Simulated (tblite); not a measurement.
A tight-binding relaxation on `F[C@@H]([CH2][GeH3])C1CCC1`.

Computed with GFN2-xTB geometry optimisation, gas phase (tblite 0.8.0). Start geometry: from a force field or distance geometry. The input is one job of a driver script: a line of settings, then coordinates in Å.

Command:
```bash
OMP_NUM_THREADS=1 python probes_run.py task.json out
```

Input:
```
{"job": {"kind": "relax", "xc": "GFN2-xTB", "basis": "xTB"}, "charge": 0, "multiplicity": 1}
F      0.182000    -0.798900    -1.273000
C      0.409100    -0.510900     0.028200
C      1.604300     0.351000     0.319900
Ge     3.293200    -0.328500    -0.289700
C     -0.767200     0.136400     0.743500
C     -2.037700    -0.696300     0.743500
C     -2.428100     0.049400    -0.535700
C     -1.510000     1.158800    -0.072100
H      0.593900    -1.469300     0.614900
H      1.411200     1.342600    -0.162900
H      1.642300     0.555900     1.413500
H      3.195700    -1.383700    -1.399800
H      3.962300    -1.001600     0.969800
H      4.160400     0.861000    -0.718600
H     -0.532400     0.549900     1.726500
H     -1.860400    -1.768100     0.591100
H     -2.682200    -0.423100     1.610800
H     -2.124400    -0.503200    -1.438000
H     -3.496000     0.340100    -0.459000
H     -2.057100     1.854400     0.596400
H     -0.967800     1.701200    -0.855200
```

Output:
```
step      E/eV     max force
  0    -709.87528    3.071
  1    -710.16316    0.936
  2    -710.30392    0.938
  3    -710.40192    0.627
  4    -710.44217    0.500
  5    -710.47456    0.368
  6    -710.49474    0.407
  7    -710.51456    0.298
  8    -710.52894    0.309
  9    -710.54241    0.263
... (94 lines left out)
104    -710.76609    0.023
105    -710.76621    0.024
106    -710.76633    0.022
107    -710.76642    0.020
108    -710.76647    0.015
109    -710.76651    0.017
110    -710.76655    0.016
111    -710.76659    0.016
112    -710.76662    0.013
113    -710.76664    0.009
```

«max force» is the largest atomic force in eV/Å.

In short: energy lowered by 20.6 kcal/mol over 113 steps; largest atomic force 0.009 eV/Å at the end.

Hardware: one thread of an Arm Neoverse V1, shared host with 32 logical CPUs at a one-minute load of 8.4. Cost: 0.9 s wall.
Labels such as C1 count atoms from 1, the log's own numbers from 0.
